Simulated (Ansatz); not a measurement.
Species: C5H7, charge -1, multiplicity 1. It need not be the lowest isomer of its formula. Whether it binds its extra electron was not tested at this geometry. 
Structure (B3LYP-D3(BJ)/def2-TZVP (Ansatz, a program for electronic structure) minimum search):
```
C
C 1 1.3492
H 2 1.0849 1 122.12
H 2 1.0871 3 116.78 1 -180.00
H 1 1.0882 2 116.48 3 0.00
C 1 1.4486 5 116.47 2 -180.00
C 6 1.3651 1 129.67 5 0.00
H 6 1.0991 7 117.95 1 -180.00
C 7 1.5153 6 118.09 8 -180.00
H 9 1.0983 7 109.26 6 122.97
H 9 1.0983 10 104.74 7 -116.96
H 9 1.1135 10 106.50 11 -112.59
```
Charge -1, spin multiplicity 1.

Task: Give the harmonic wavenumbers at B3LYP-D3(BJ)/def2-TZVP (Ansatz, finite differences of forces, unscaled).

Result: 98, 175, 245, 300, 395, 603, 664, 778, 861, 863, 950, 989, 1028, 1049, 1170, 1302, 1328, 1358, 1423, 1455, 1462, 1522, 1609, 2790, 2951, 2972, 2988, 3093, 3106, 3166 cm⁻¹. Zero-point energy 61.0 kcal/mol.

Task: From these and the geometry, give the ideal-gas thermochemistry at 298.15 K and 1 atm (rigid rotor, harmonic oscillator).

Result: Point group Cs, rotational symmetry number 1. Rotational constants 16.01, 2.771, 2.397 GHz. S(trans) 38.53, S(rot) 25.52, S(vib) 11.93, S(elec, spin only) 0.00, S 76.0 cal/(mol K). H(298) - H(0) 4.43 kcal/mol; G - E(el) 42.8 kcal/mol.
